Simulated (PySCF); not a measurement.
Species: C4H3BF2S.
SMILES with atom numbers: `[F:1][B:2]([F:3])[c:4]1[cH:5][cH:6][s:7][cH:8]1` (hydrogens: H9 on C5; H10 on C6; H11 on C8)

Theory: PBE0-D3(BJ)/def2-SVP geometry optimisation, gas phase in PySCF.

Question: Give the optimised bond lengths and angles.

Answer: 
| bond | length (bohr) |
| --- | --- |
| F1–B2, B2–F3 | 2.501 |
| B2–C4 | 2.910 |
| C4–C5 | 2.708 |
| C5–C6 | 2.583 |
| C6–S7 | 3.253 |
| S7–C8 | 3.224 |
| C4–C8 | 2.610 |
| C5–H9 | 2.062 |
| C6–H10 | 2.059 |
| C8–H11 | 2.059 |

Bonds in one row agree within 0.02 bohr and their mean is given. A selection of angles:
| angle | degrees |
| --- | --- |
| F1–B2–F3 | 116.9 |
| F1–B2–C4 | 121.3 |
| B2–C4–C5 | 126.2 |
| B2–C4–C8 | 122.7 |
| C5–C4–C8 | 111.1 |
| C4–C5–C6 | 113.0 |
| C5–C6–S7 | 111.4 |
| C6–S7–C8 | 92.0 |
| C4–C8–S7 | 112.4 |

Torsions: F1–B2–C4–C5 180° (antiperiplanar).

B2 (three-coordinate boron) is planar (angles 121.8°, 121.3° and 116.9°, sum 360.0°, 0.00 Å off the plane of its three neighbours). The C–C distances run from 1.367 Å (C5–C6, aromatic) to 1.433 Å (C4–C5, aromatic), a spread of 0.066 Å. The 5-membered ring C4–C5–C6–S7–C8 has internal angles of 92.0° to 113.0° (sum 540°, against 540° for a flat polygon); it is planar, 0.00 Å rms from its mean plane, widest ring torsion 0°. The 8 heavy atoms lie in one plane (0.001 Å rms).

Point group: Cs (every atom within 0.08 Å of its image). PBE0-D3(BJ)/def2-SVP frequencies: not computed here.
